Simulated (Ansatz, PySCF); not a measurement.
F3HSSn, SMILES [F][Sn]([SH])([F])[F]. Atoms are numbered in the order given.

```xyz
6

F     -1.2425     0.3600     1.5908
Sn    -0.2145     0.0547    -0.0055
F     -0.2598     1.6943    -1.0151
F     -1.2550    -1.2295    -0.9887
S      2.0624    -0.5712     0.3685
H      2.4683     0.5317    -0.3097
```

Geometry: B3LYP-D3(BJ)/def2-SVP. The structure was generated by enumeration; whether it is a known compound was not checked. The def2 effective core potentials stand for the cores of Sn; spin–orbit coupling is left out. Other conformers were not sampled.

Two levels are set side by side: PBE-D3(BJ)/def2-SVP (Ansatz, an electronic-structure program) and B3LYP-D3(BJ)/def2-SVP (Ansatz). Each level has its own optimised geometry; the coordinates shown are those of the second. Frequencies come from the Hessian of PySCF at each geometry. Differences are taken from unrounded values.

```csv
quantity,B3LYP-D3(BJ),PBE-D3(BJ),PBE-D3(BJ) minus B3LYP-D3(BJ)
mean bond length (Å),1.904,1.917,0.013
bond F1–Sn2 (Å),1.923,1.939,0.016
bond Sn2–F3 (Å),1.926,1.942,0.016
bond Sn2–F4 (Å),1.923,1.939,0.016
bond Sn2–S5 (Å),2.391,2.399,0.008
bond S5–H6 (Å),1.357,1.367,0.010
highest harmonic wavenumber (cm⁻¹),2655,2600,-55
mean harmonic wavenumber (cm⁻¹),547,530,-17
zero-point energy (kcal/mol),9.38,9.10,-0.28
```

GGA bonds tend to be longer and softer than those of functionals with exact exchange. Differences between two approximate levels are no errors against the true value.
